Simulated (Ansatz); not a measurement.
System: sum formula BNH₄, net charge 1, doublet state. 
Structure (B3LYP-D3(BJ)/def2-TZVP (Ansatz, a quantum-chemistry and plane-wave program) minimum search):
```xyz
6

B     -0.8013     0.0372    -0.0132
N      0.6302    -0.0292     0.0104
H     -1.4449    -0.8068     0.5499
H     -1.3451     0.9362    -0.5960
H      1.2099     0.5396     0.6352
H      1.1751    -0.6502    -0.5957
```
Charge +1, spin multiplicity 2.

Basis-set convergence of Hartree-Fock and MP2 correlation energies (hartree) with Ansatz. Correlated levels leave the core frozen unless marked. Open shells are spin-unrestricted. No spin-orbit coupling. Non-relativistic.

```
basis       functions      E(HF)  E(corr, MP2)
----------  ---------  ---------  ------------
def2-SVP           48  -81.09475      -0.21722
def2-TZVPP        118        ___           ___
```

### Question
Some entries are withheld; supply them.

### Answer

- def2-TZVPP, E(HF): -81.18990
- def2-TZVPP, E(corr, MP2): -0.26845
